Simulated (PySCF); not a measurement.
BiClH₂. Atoms are numbered in the order given.

```xyz
4

Bi    -0.4054     0.0315     0.0000
H     -0.5489    -1.2331    -1.2624
H     -0.5489    -1.2331     1.2624
Cl     2.0438    -0.0085     0.0000
```

The structure is a stationary point at PBE0-D3(BJ)/def2-TZVP. The def2 effective core potentials stand for the cores of Bi; spin–orbit coupling is left out.

Method: r2SCAN/def2-TZVPD run with PySCF.

Mulliken values depend strongly on the basis, most of all with diffuse functions as here. ESP charges are fitted to the potential on shells at 1.4 to 2.0 van der Waals radii. Atomic charges (e):

```
atom  ESP fit  Mulliken
----  -------  --------
Bi1      0.40      0.53
H2      -0.07     -0.05
H3      -0.07     -0.05
Cl4     -0.27     -0.43
```
